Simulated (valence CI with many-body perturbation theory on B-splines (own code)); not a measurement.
The numbers below are computed, except where a source is named.
## Hyperfine factors and g values of Gd⁴¹⁺

Method: valence CI with perturbative core correlation (CI+MBPT): five valence electrons over a frozen Dirac-Fock core [Ar], radial functions for each j: 7 s, 7 p, 8 d, 6 f, 4 g, 1 h, with the one-electron correlation potential Σ1, the two-electron term Σ2, the three-electron term Σ3, Breit, model QED; selected CI, second order for the rest, scaled by the run's own slope (own B-spline code, finite nucleus).

The last digits are not significant, and no measured levels were compared; by estimate large intervals hold to a few tenths of a per cent, small ones and those within an open d or f shell to about a per cent. Among the levels kept, up to 250 cm⁻¹ of a level comes from second order outside the variational space, and about a tenth of that is noise between levels of different J, which matters for small intervals. Only levels of the ground parity were solved; by the run's estimate the other parity begins above the list, which can be wrong where configurations are misplaced.

A/g_I is the dipole constant over the nuclear g factor μ/I (μ in nuclear magnetons, uniformly magnetised nucleus), B/Q the quadrupole constant per barn. Both hold the static response of the core; the bare values leave it out. Large factors of s and p1/2 electrons are usually good to 5 to 10 %; those of open d and f shells near neutrality can be off by tens of per cent, and small factors of p3/2, d and f electrons come from cancelling terms and can be off by a factor of two or in sign, in half-filled shells by more. B is blank for J = 1/2, where it vanishes, and for nearly pure S terms. Energies count from the lowest level.

Levels are named by their leading jj configuration (3d3/2^4 stands for four electrons in 3d with j = 3/2), which in mixed levels can hold well under half, so a name can repeat and another be missing. Letters in brackets count levels of one name in rising energy.

| Level | E (eV) | g | A/g_I (MHz) | A/g_I bare | B/Q (MHz/b) | B/Q bare |
| --- | --- | --- | --- | --- | --- | --- |
| (3d3/2^4 3d5/2) J=5/2 | 0.00 | 1.396 | 18300 | 19100 | 32500 | 32900 |
| (3d3/2^3 3d5/2^2) J=5/2 [a] | 25.35 | 1.321 | 13500 | 14200 | 17800 | 18000 |
| (3d3/2^3 3d5/2^2) J=7/2 [a] | 35.51 | 1.152 | 25800 | 26200 | 41100 | 41700 |
| (3d3/2^3 3d5/2^2) J=3/2 [a] | 36.64 | 1.206 | 31000 | 31500 | 34400 | 34900 |
| (3d3/2^3 3d5/2^2) J=11/2 | 36.86 | 1.119 | 32300 | 32600 | -41.7 | -106 |
| (3d3/2^3 3d5/2^2) J=9/2 | 40.74 | 1.140 | 29000 | 29300 | 41300 | 41800 |
| (3d3/2^3 3d5/2^2) J=5/2 [b] | 43.01 | 1.143 | 29700 | 30000 | 2150 | 2200 |
| (3d3/2^3 3d5/2^2) J=1/2 | 44.76 | 1.848 | -16000 | -14300 |  |  |
| (3d3/2^3 3d5/2^2) J=7/2 [b] | 47.52 | 1.093 | 34700 | 35000 | -41500 | -42100 |
| (3d3/2^3 3d5/2^2) J=3/2 [b] | 58.54 | 0.793 | 55500 | 55200 | -39100 | -39700 |
| (3d3/2^2 3d5/2^3) J=5/2 [a] | 60.45 | 1.255 | 13400 | 14000 | 2510 | 2550 |
| (3d3/2^2 3d5/2^3) J=7/2 [a] | 66.67 | 1.212 | 22000 | 22500 | -4360 | -4430 |
| (3d3/2^2 3d5/2^3) J=11/2 | 67.42 | 1.079 | 32100 | 32400 | 1260 | 1280 |
| (3d3/2^2 3d5/2^3) J=9/2 [a] | 69.16 | 1.142 | 27700 | 28100 | -6270 | -6370 |
| (3d3/2^2 3d5/2^3) J=13/2 | 71.76 | 1.069 | 34300 | 34500 | -62.2 | -56.8 |
| (3d3/2^2 3d5/2^3) J=1/2 [a] | 71.88 | 0.527 | 82100 | 81200 |  |  |
| (3d3/2^2 3d5/2^3) J=3/2 [a] | 73.06 | 1.180 | 27000 | 27400 | 2410 | 2430 |
| (3d3/2^2 3d5/2^3) J=5/2 [b] | 74.53 | 1.019 | 37100 | 37200 | -6730 | -6800 |
| (3d3/2^2 3d5/2^3) J=9/2 [b] | 78.95 | 1.100 | 31400 | 31700 | 1790 | 1810 |
| (3d3/2^2 3d5/2^3) J=7/2 [b] | 80.98 | 0.984 | 41700 | 41800 | -1380 | -1410 |
| (3d3/2^2 3d5/2^3) J=5/2 [c] | 82.39 | 1.041 | 35600 | 35700 | 7500 | 7590 |
| (3d3/2^2 3d5/2^3) J=3/2 [b] | 84.05 | 0.828 | 51900 | 51700 | 4060 | 4140 |
| (3d3/2^2 3d5/2^3) J=7/2 [c] | 87.72 | 1.041 | 37700 | 37800 | 3320 | 3370 |
| (3d3/2^2 3d5/2^3) J=1/2 [b] | 87.95 | 1.804 | -16700 | -15100 |  |  |
| (3d3/2^2 3d5/2^3) J=9/2 [c] | 94.68 | 1.105 | 31100 | 31400 | 23400 | 23700 |
| (3d3/2 3d5/2^4) J=5/2 [a] | 100.80 | 1.243 | 16700 | 17300 | -21200 | -21500 |
| (3d3/2^2 3d5/2^3) J=3/2 [c] | 107.92 | 1.165 | 26100 | 26500 | -18600 | -18900 |
| (3d3/2 3d5/2^4) J=7/2 [a] | 108.26 | 1.186 | 24300 | 24800 | -52600 | -53400 |
| (3d3/2^2 3d5/2^3) J=5/2 [d] | 109.13 | 1.134 | 25200 | 25600 | 20200 | 20500 |
| (3d3/2 3d5/2^4) J=11/2 | 109.87 | 1.065 | 33400 | 33600 | -1310 | -1260 |
| (3d3/2 3d5/2^4) J=3/2 [a] | 111.44 | 0.960 | 36500 | 36500 | -38000 | -38500 |
| (3d3/2 3d5/2^4) J=9/2 | 116.52 | 1.110 | 29700 | 30000 | -60100 | -61000 |
| (3d3/2 3d5/2^4) J=5/2 [b] | 120.28 | 1.111 | 29500 | 29800 | 4860 | 4940 |
| (3d3/2 3d5/2^4) J=7/2 [b] | 122.79 | 0.991 | 37900 | 37900 | 55400 | 56200 |
| (3d3/2 3d5/2^4) J=1/2 | 130.74 | 1.126 | -3910 | -3550 |  |  |
| (3d3/2 3d5/2^4) J=3/2 [b] | 142.77 | 0.878 | 53900 | 53800 | 54800 | 55600 |
| (3d5/2^5) J=5/2 | 150.60 | 1.147 | 24000 | 24400 | -59600 | -60400 |

Question: Take the isotope of mass number 157, with I = 3/2, μ = -0.3398 μN and Q = 1.35 b. What is the hyperfine structure of (3d3/2^3 3d5/2^2) J=3/2 [a]?

Answer: From the table A = -7020 MHz, B = 46500 MHz. Shifts from the centre of gravity in MHz: F = 0: 84400, F = 1: 30900, F = 2: -29600, F = 3: -4170.
